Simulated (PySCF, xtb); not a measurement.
Al(H)(OMe)(NH2) (CH₆AlNO), SMILES C[O][AlH][NH2].

GFN2-xTB (xtb) at its own geometry gives an orbital gap of 4.53 eV and a dipole moment of 1.28 D.

Coordinates come from a r2SCAN-D4/def2-SVP optimisation. One conformer was computed; it need not be the lowest.

Q: What does r2SCAN/def2-TZVP (PySCF) give? (An estimate is asked for; the answer gives what the named calculation found.)

A: gap 6.05 eV (levels -6.22 and -0.17 eV), dipole 1.87 D.
